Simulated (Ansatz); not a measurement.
**Molecular dynamics, step by step**

HSeO (SMILES [OH+]=[Se]) (charge +1), closed shell, HF/STO-3G (Ansatz 0.2.0). Settings (timestep in fs, temperature in K; T counts 3 degrees of freedom):

```yaml
hamiltonian: {xc: hf}
md: {n_steps: 40, timestep: 0.25, temperature: 200, ensemble: nve, seed: 737, initial_velocities: maxwell_boltzmann}
```

Start (the SMILES describes the start alone):

```
3
angstrom
O 0.0800 -0.4595 -0.0016
Se 0.6856 1.0088 0.4846
H -0.7656 -0.5493 -0.4830
```

```
step  time (fs)  potential energy less the start (meV)  kinetic energy (meV)  T (K)
   0       0.00                                    0.0                  25.9    200
   2       0.50                                   -7.4                  33.2    257
   4       1.00                                  -11.0                  36.8    284
   6       1.50                                   -8.5                  34.3    265
   8       2.00                                   -1.8                  27.6    214
  10       2.50                                    4.7                  21.2    164
  12       3.00                                    6.5                  19.5    151
  14       3.50                                    1.2                  24.8    192
  16       4.00                                  -10.5                  36.4    282
  18       4.50                                  -25.1                  50.9    393
  20       5.00                                  -37.5                  63.2    489
  22       5.50                                  -43.9                  69.6    538
  24       6.00                                  -43.4                  69.2    535
  26       6.50                                  -39.2                  65.1    504
  28       7.00                                  -36.7                  62.6    484
  30       7.50                                  -39.3                  65.2    505
  32       8.00                                  -46.3                  72.1    558
  34       8.50                                  -52.7                  78.5    607
  36       9.00                                  -53.2                  78.9    610
  38       9.50                                  -45.3                  71.0    549
  40      10.00                                  -30.9                  56.7    438
```

Step 2, positions (Å) and forces (eV/Å):

| atom | x | y | z | Fx | Fy | Fz |
| --- | --- | --- | --- | --- | --- | --- |
| O1 | 0.080 | -0.461 | -0.002 | 1.039 | -0.849 | 0.495 |
| Se2 | 0.686 | 1.009 | 0.485 | -0.311 | 0.230 | -0.150 |
| H3 | -0.773 | -0.555 | -0.488 | -0.728 | 0.618 | -0.345 |

Step 8, positions (Å) and forces (eV/Å):

```
atom       x       y       z      Fx      Fy      Fz
  O1   0.080  -0.465  -0.002  -0.489  -0.900  -0.364
 Se2   0.686   1.010   0.485  -0.384   0.095  -0.205
  H3  -0.802  -0.561  -0.504   0.873   0.804   0.569
```

Step 30, positions (Å) and forces (eV/Å):

| atom | x | y | z | Fx | Fy | Fz |
| --- | --- | --- | --- | --- | --- | --- |
| O1 | 0.076 | -0.487 | -0.007 | 1.679 | 0.426 | 0.981 |
| Se2 | 0.687 | 1.013 | 0.486 | -0.299 | -0.586 | -0.226 |
| H3 | -0.777 | -0.454 | -0.480 | -1.380 | 0.160 | -0.755 |

Last step (40):

```
atom    x (Å)    y (Å)    z (Å)
  O1   0.0787  -0.4959  -0.0060
 Se2   0.6864   1.0140   0.4856
  H3  -0.8118  -0.3784  -0.4916
```

The run took about 4.1 s on 2 CPU threads of an AMD EPYC 7B13 (shared host).
